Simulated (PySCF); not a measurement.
# Arsenic: a sound run and one with changed settings

Sound run: As [Ar] 3d10 4s2 4p3, As⁺ [Ar] 3d10 4s2 4p2. All numbers are calculated (PySCF 2.14, scalar relativity through the core potential, in aug-cc-pVDZ-PP with ECP10MDF (5s4p3d, 32 functions)). The sound run starts from symmetry-adapted Hartree-Fock orbitals and uses a fine grid where one is needed.

Changed run: radial step 1.2 in ln r (0.13 in the sound run). This setting is unsound on purpose.

| species | method | sound run (hartree) | changed run (hartree) | converged |
| --- | --- | --- | --- | --- |
| As | UHF | -331.19805 | -331.19805 | yes |
| As | PBE | -332.40155 | -340.50526 | yes |
| As | BP86 | -332.54909 | -340.72376 | yes |
| As⁺ | UHF | -330.85146 | -330.85146 | yes |
| As⁺ | PBE | -332.03951 | -340.01300 | yes |
| As⁺ | BP86 | -332.18398 | -340.22852 | yes |

Ionisation energy of As:

```csv
method,sound run (eV),changed run (eV)
UHF,9.431,9.431
PBE,9.852,13.395
BP86,9.935,13.476
```

A coarse radial grid mis-integrates the density and the exchange-correlation energy, with errors of either sign; Hartree-Fock needs no grid.

For comparison, NIST gives 9.789 eV between the lowest levels.
